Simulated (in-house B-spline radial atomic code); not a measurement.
Whole-atom quantities along the 36-electron series, configuration [Ar] 3d10 4s2 4p6. Breit and QED terms are first order and not part of the total energy; the density at the nucleus is averaged over the nuclear charge. Computed with a radial B-spline atomic code at the basis-set limit: Dirac-Hartree-Fock, average of the configuration, finite nuclei.

```json
{"ion": "Kr", "Z": "36", "E/Z² (Eh)": "-2.1519", "Σ<r²> (bohr²)": "39.105", "n(0)/Z³ (bohr⁻³)": "1.0351", "Lamb diamagnetic shielding (ppm)": "3324.28", "repulsion over attraction": "0.1614", "Breit energy (eV)": "38.626", "self-energy (eV)": "28.757", "vacuum polarisation (eV)": "-2.929", "Dirac less non-relativistic energy (Eh)": "-36.806"}
{"ion": "Rb+", "Z": "37", "E/Z² (Eh)": "-2.1765", "Σ<r²> (bohr²)": "31.436", "n(0)/Z³ (bohr⁻³)": "1.0589", "Lamb diamagnetic shielding (ppm)": "3449.47", "repulsion over attraction": "0.15924", "Breit energy (eV)": "42.447", "self-energy (eV)": "31.638", "vacuum polarisation (eV)": "-3.2789", "Dirac less non-relativistic energy (Eh)": "-41.446"}
{"ion": "Sr2+", "Z": "38", "E/Z² (Eh)": "-2.2005", "Σ<r²> (bohr²)": "26.321", "n(0)/Z³ (bohr⁻³)": "1.0836", "Lamb diamagnetic shielding (ppm)": "3574.68", "repulsion over attraction": "0.15693", "Breit energy (eV)": "46.527", "self-energy (eV)": "34.721", "vacuum polarisation (eV)": "-3.6606", "Dirac less non-relativistic energy (Eh)": "-46.527"}
{"ion": "Zr4+", "Z": "40", "E/Z² (Eh)": "-2.2465", "Σ<r²> (bohr²)": "19.739", "n(0)/Z³ (bohr⁻³)": "1.1362", "Lamb diamagnetic shielding (ppm)": "3825.77", "repulsion over attraction": "0.15208", "Breit energy (eV)": "55.496", "self-energy (eV)": "41.528", "vacuum polarisation (eV)": "-4.5276", "Dirac less non-relativistic energy (Eh)": "-58.128"}
{"ion": "Nb5+", "Z": "41", "E/Z² (Eh)": "-2.2686", "Σ<r²> (bohr²)": "17.467", "n(0)/Z³ (bohr⁻³)": "1.1632", "Lamb diamagnetic shielding (ppm)": "3951.86", "repulsion over attraction": "0.14962", "Breit energy (eV)": "60.404", "self-energy (eV)": "45.271", "vacuum polarisation (eV)": "-5.0175", "Dirac less non-relativistic energy (Eh)": "-64.709"}
{"ion": "Mo6+", "Z": "42", "E/Z² (Eh)": "-2.2901", "Σ<r²> (bohr²)": "15.613", "n(0)/Z³ (bohr⁻³)": "1.1904", "Lamb diamagnetic shielding (ppm)": "4078.38", "repulsion over attraction": "0.14716", "Breit energy (eV)": "65.607", "self-energy (eV)": "49.252", "vacuum polarisation (eV)": "-5.5481", "Dirac less non-relativistic energy (Eh)": "-71.853"}
{"ion": "Tc7+", "Z": "43", "E/Z² (Eh)": "-2.311", "Σ<r²> (bohr²)": "14.07", "n(0)/Z³ (bohr⁻³)": "1.2212", "Lamb diamagnetic shielding (ppm)": "4205.41", "repulsion over attraction": "0.14471", "Breit energy (eV)": "71.115", "self-energy (eV)": "53.482", "vacuum polarisation (eV)": "-6.1222", "Dirac less non-relativistic energy (Eh)": "-79.595"}
{"ion": "Ru8+", "Z": "44", "E/Z² (Eh)": "-2.3314", "Σ<r²> (bohr²)": "12.766", "n(0)/Z³ (bohr⁻³)": "1.2512", "Lamb diamagnetic shielding (ppm)": "4332.97", "repulsion over attraction": "0.1423", "Breit energy (eV)": "76.937", "self-energy (eV)": "57.971", "vacuum polarisation (eV)": "-6.7423", "Dirac less non-relativistic energy (Eh)": "-87.967"}
{"ion": "Rh9+", "Z": "45", "E/Z² (Eh)": "-2.3512", "Σ<r²> (bohr²)": "11.65", "n(0)/Z³ (bohr⁻³)": "1.2842", "Lamb diamagnetic shielding (ppm)": "4461.12", "repulsion over attraction": "0.13991", "Breit energy (eV)": "83.083", "self-energy (eV)": "62.729", "vacuum polarisation (eV)": "-7.4115", "Dirac less non-relativistic energy (Eh)": "-97.009"}
{"ion": "Pd10+", "Z": "46", "E/Z² (Eh)": "-2.3706", "Σ<r²> (bohr²)": "10.684", "n(0)/Z³ (bohr⁻³)": "1.3178", "Lamb diamagnetic shielding (ppm)": "4589.88", "repulsion over attraction": "0.13757", "Breit energy (eV)": "89.562", "self-energy (eV)": "67.767", "vacuum polarisation (eV)": "-8.1325", "Dirac less non-relativistic energy (Eh)": "-106.76"}
{"ion": "Ag11+", "Z": "47", "E/Z² (Eh)": "-2.3895", "Σ<r²> (bohr²)": "9.8409", "n(0)/Z³ (bohr⁻³)": "1.3538", "Lamb diamagnetic shielding (ppm)": "4719.29", "repulsion over attraction": "0.13527", "Breit energy (eV)": "96.385", "self-energy (eV)": "73.097", "vacuum polarisation (eV)": "-8.9087", "Dirac less non-relativistic energy (Eh)": "-117.25"}
{"ion": "Cd12+", "Z": "48", "E/Z² (Eh)": "-2.408", "Σ<r²> (bohr²)": "9.099", "n(0)/Z³ (bohr⁻³)": "1.3893", "Lamb diamagnetic shielding (ppm)": "4849.38", "repulsion over attraction": "0.13301", "Breit energy (eV)": "103.56", "self-energy (eV)": "78.73", "vacuum polarisation (eV)": "-9.743", "Dirac less non-relativistic energy (Eh)": "-128.52"}
{"ion": "In13+", "Z": "49", "E/Z² (Eh)": "-2.426", "Σ<r²> (bohr²)": "8.442", "n(0)/Z³ (bohr⁻³)": "1.4287", "Lamb diamagnetic shielding (ppm)": "4980.19", "repulsion over attraction": "0.1308", "Breit energy (eV)": "111.1", "self-energy (eV)": "84.678", "vacuum polarisation (eV)": "-10.64", "Dirac less non-relativistic energy (Eh)": "-140.63"}
{"ion": "Sn14+", "Z": "50", "E/Z² (Eh)": "-2.4436", "Σ<r²> (bohr²)": "7.8564", "n(0)/Z³ (bohr⁻³)": "1.4685", "Lamb diamagnetic shielding (ppm)": "5111.75", "repulsion over attraction": "0.12864", "Breit energy (eV)": "119.01", "self-energy (eV)": "90.954", "vacuum polarisation (eV)": "-11.602", "Dirac less non-relativistic energy (Eh)": "-153.6"}
{"ion": "Sb15+", "Z": "51", "E/Z² (Eh)": "-2.4609", "Σ<r²> (bohr²)": "7.3319", "n(0)/Z³ (bohr⁻³)": "1.5103", "Lamb diamagnetic shielding (ppm)": "5244.09", "repulsion over attraction": "0.12653", "Breit energy (eV)": "127.31", "self-energy (eV)": "97.57", "vacuum polarisation (eV)": "-12.633", "Dirac less non-relativistic energy (Eh)": "-167.49"}
{"ion": "Te16+", "Z": "52", "E/Z² (Eh)": "-2.4778", "Σ<r²> (bohr²)": "6.8597", "n(0)/Z³ (bohr⁻³)": "1.5522", "Lamb diamagnetic shielding (ppm)": "5377.24", "repulsion over attraction": "0.12446", "Breit energy (eV)": "136", "self-energy (eV)": "104.54", "vacuum polarisation (eV)": "-13.738", "Dirac less non-relativistic energy (Eh)": "-182.33"}
{"ion": "I17+", "Z": "53", "E/Z² (Eh)": "-2.4944", "Σ<r²> (bohr²)": "6.4329", "n(0)/Z³ (bohr⁻³)": "1.5989", "Lamb diamagnetic shielding (ppm)": "5511.24", "repulsion over attraction": "0.12244", "Breit energy (eV)": "145.1", "self-energy (eV)": "111.88", "vacuum polarisation (eV)": "-14.921", "Dirac less non-relativistic energy (Eh)": "-198.19"}
```

Task: With what power of Z does the column «Σ<r²> (bohr²)» change over this range?

Result: A fit of the logarithm of its size against log Z from Z = 36 to 53 has slope -4.47. Unscreened non-relativistic hydrogenic orbitals would give -2.
